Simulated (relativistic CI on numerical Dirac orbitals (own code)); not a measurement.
# Slater and spin-orbit integrals, Tl16+

Method of calculation: Dirac-Coulomb-Breit CI, KLI orbitals optimised for each configuration, model QED (radiative potential, 1s self-energy scaled to tabulated hydrogen-like ionisation energies), unscaled Slater integrals (own radial code, finite nucleus).

Slater integrals F^k, G^k are unscaled and averaged over j, outside the closed core [Kr] 4d10; ζ comes from projecting the Hamiltonian with its Breit term on Σ l·s of the shell.

- 4f14.5s2.5p3: F^2(5p,5p) = 119510, ζ(5p) = 140960 cm⁻¹; <r>(5p) = 0.8926, <r^2>(5p) = 0.8895 (bohr units).
- 4f14.5s.5p4: F^2(5p,5p) = 119530, G^1(5s,5p) = 154830, ζ(5p) = 140360 cm⁻¹; <r>(5s) = 0.8176, <r^2>(5s) = 0.7444, <r>(5p) = 0.8922, <r^2>(5p) = 0.8888 (bohr units).
- 4f14.5s2.5p2.5d: F^2(5p,5p) = 119560, ζ(5p) = 141680, F^2(5p,5d) = 109150, G^1(5p,5d) = 135060, G^3(5p,5d) = 86102, ζ(5d) = 14215 cm⁻¹; <r>(5p) = 0.8919, <r^2>(5p) = 0.8881, <r>(5d) = 1.01, <r^2>(5d) = 1.143 (bohr units).

In this model ζ of a weakly bound d, f or g electron outside closed shells comes out too small, for d by up to a factor of two or three and at times with the wrong sign; that of an outer p electron is too small as well.

Averages of the first 10 configurations, taken without configuration mixing, which lowers the lowest level and can move excited configurations by several eV; other configurations of the list can lie among them:

| Configuration | Parity | States | Average energy above the lowest level (eV) |
| --- | --- | --- | --- |
| 4f14.5s2.5p3 | odd | 20 | 27.9 |
| 4f14.5s.5p4 | even | 30 | 92.2 |
| 4f14.5s2.5p2.5d | even | 150 | 109.7 |
| 4f13.5s2.5p4 | odd | 210 | 99.7 |
| 4f14.5s.5p3.5d | odd | 400 | 171.9 |
| 4f14.5s2.5p2.5f | odd | 210 | 191.7 |
| 4f14.5s2.5p2.5g | even | 270 | 251.8 |
| 4f14.5s.5p3.5f | even | 560 | 254.5 |
| 4f14.5s2.5p2.6s | even | 30 | 172.9 |
| 4f13.5s2.5p3.5d | even | 2800 | 182.1 |
